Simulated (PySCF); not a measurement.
# SMILES C=C(C=C(Cl)Cl)/C=C/C, C7H8Cl2

Geometry (Å), atoms numbered from 1 in this order:
```xyz
17

C     0.4251    2.1511   -0.9414
C     0.4540    0.9034   -0.4623
C     1.7497    0.2219   -0.3221
C     2.1767   -0.4072    0.7675
Cl    1.2860   -0.5266    2.2333
Cl    3.7281   -1.1582    0.8401
C    -0.7754    0.2057   -0.1080
C    -0.9073   -1.1140   -0.0031
C    -2.1833   -1.8047    0.3282
H     1.3235    2.6720   -1.2232
H    -0.5005    2.6882   -1.0524
H     2.4267    0.2884   -1.1624
H    -1.6429    0.8397    0.0241
H    -0.0553   -1.7606   -0.1682
H    -2.9908   -1.0922    0.4788
H    -2.4604   -2.4890   -0.4739
H    -2.0609   -2.3974    1.2350
```

Level of theory: GIAO PBE0/pcSseg-1 magnetisability, rotational g tensor and spin-rotation constants, non-relativistic, gas phase (PySCF 2.14.0). Geometry: GFN2-xTB.

Give the nuclear spin-rotation constants along the inertial axes (H = +C I·J) beside the isotropic shieldings.

Rotational constants 1.5209, 0.7699, 0.6144 GHz. A star marks the isotopologue with that one atom substituted, in its own axes.
```tsv
atom	isotope	Caa (kHz)	Cbb (kHz)	Ccc (kHz)	mean (kHz)	σ (ppm)
Cl5	35Cl	0.581	0.250	0.172	0.335	591.8
Cl6	35Cl	0.244	0.319	0.231	0.265	611.6
H10	1H	-0.028	0.004	-0.073	-0.032	26.5
H11	1H	0.093	-0.071	-0.060	-0.012	26.3
H12	1H	-0.097	-0.015	-0.017	-0.043	25.0
H13	1H	0.062	-0.076	-0.033	-0.016	25.6
H14	1H	0.033	-0.077	-0.023	-0.022	25.7
H15	1H	-0.033	-0.079	-0.040	-0.050	29.9
H16	1H	-0.136	-0.081	0.005	-0.071	29.7
H17	1H	-0.137	0.004	-0.061	-0.065	29.6
C1	13C*	0.634	0.240	0.104	0.326	64.0
C2	13C*	0.743	0.271	0.112	0.375	37.8
C3	13C*	0.573	0.227	0.178	0.326	51.7
C4	13C*	0.587	0.217	0.203	0.336	42.2
C7	13C*	0.644	0.215	0.156	0.339	52.8
C8	13C*	0.643	0.256	0.146	0.348	44.6
C9	13C*	0.209	0.115	0.096	0.140	164.4
```
For the geometry as given, no vibrational averaging.
